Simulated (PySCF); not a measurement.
## `C=C[Si@@H](S)OC1CC1`: 4 charge schemes on one density

Compound: C5H10OSSi.
Atom-mapped SMILES: `[CH2:1]=[CH:2][Si@@H:3]([SH:4])[O:5][CH:6]1[CH2:7][CH2:8]1` (hydrogens: H9, H10 on C1; H11 on C2; H12 on Si3; H13 on S4; H14 on C6; H15, H16 on C7; H17, H18 on C8)

Cartesian coordinates in Å at the GFN2-xTB level; atoms count from 1:
```
atom  x, y, z in Å
C1     3.5747   -0.4089   -0.2848
C2     2.3242   -0.6553   -0.6375
Si3    0.9005    0.5202   -0.3217
S4     0.7083    1.9762   -1.9148
O5    -0.4039   -0.4280   -0.3772
C6    -1.7338   -0.0665   -0.5165
C7    -2.7682   -1.0651   -0.1134
C8    -2.5531    0.1726    0.7122
H9     3.8509    0.4954    0.2331
H10    4.3822   -1.0944   -0.4899
H11    2.1000   -1.5798   -1.1545
H12    0.9969    1.2970    0.9121
H13    1.9526    2.4202   -1.8729
H14   -1.9074    0.5614   -1.3836
H15   -2.4136   -2.0004    0.2902
H16   -3.6638   -1.1471   -0.7089
H17   -3.2984    0.9517    0.6887
H18   -2.0570    0.0572    1.6631
```

Density: PBE0/pcSseg-1 (PySCF); schemes: Mulliken, IAO, Hirshfeld and ESP-fitted. The structure is a single GFN2-xTB conformer in the gas phase; no vibrational or solvent corrections.

Question: Give the atomic charges in each scheme.

Answer: In e:

```tsv
atom	environment	Mulliken	IAO	Hirshfeld	ESP-fitted
C1	terminal =CH2 carbon	-0.155	-0.274	-0.080	-0.369
C2	alkene CH carbon	-0.472	-0.440	-0.140	-0.154
Si3	oxygen-bound silicon	+0.917	+1.082	+0.392	+0.302
S4	sulfur bonded to Si and H	-0.423	-0.367	-0.168	-0.467
O5	silyl ether oxygen	-0.601	-0.622	-0.209	-0.170
C6	sp3 carbon bound to oxygen	+0.054	+0.068	+0.034	-0.090
C7	three-membered-ring carbon	-0.209	-0.302	-0.093	-0.419
C8	three-membered-ring carbon	-0.230	-0.317	-0.098	-0.237
H9	vinylic hydrogen	+0.115	+0.141	+0.046	+0.183
H10	vinylic hydrogen	+0.125	+0.154	+0.051	+0.169
H11	vinylic hydrogen	+0.140	+0.166	+0.050	+0.134
H12	Si–H hydrogen	-0.088	-0.159	-0.085	-0.036
H13	S–H hydrogen	+0.154	+0.107	+0.056	+0.264
H14	methine hydrogen	+0.133	+0.140	+0.043	+0.239
H15	methylene hydrogen	+0.139	+0.161	+0.052	+0.187
H16	methylene hydrogen	+0.131	+0.153	+0.051	+0.179
H17	methylene hydrogen	+0.133	+0.153	+0.050	+0.127
H18	methylene hydrogen	+0.136	+0.156	+0.050	+0.160
```

Mean size of the charges over all atoms: IAO 0.276 e, Mulliken 0.242 e, ESP-fitted 0.216 e, Hirshfeld 0.097 e. Each set sums to the total charge, 0, to within 0.001 e. The Mulliken scheme counts on each atom the diagonal of the density matrix times the overlap matrix over that atom's basis functions. The Hirshfeld scheme divides the density at each point in proportion to the densities of the neutral, spherically averaged free atoms.

Lowest charge. The schemes don't all agree: Mulliken O5 (-0.601); IAO O5 (-0.622); Hirshfeld O5 (-0.209); ESP-fitted S4 (-0.467).

Highest charge. All schemes agree: Mulliken Si3 (+0.917); IAO Si3 (+1.082); Hirshfeld Si3 (+0.392); ESP-fitted Si3 (+0.302).

Question: Sum the charges by element, for elements with more than one atom.

Answer: 
```csv
element,atoms,Mulliken,IAO,Hirshfeld,ESP-fitted
C,5,-1.012,-1.265,-0.378,-1.270
H,10,+1.119,+1.172,+0.364,+1.605
```

Question: How many electrons does the IAO scheme count on Si3?

Answer: Z − q = 14 − (+1.082) = 12.918.
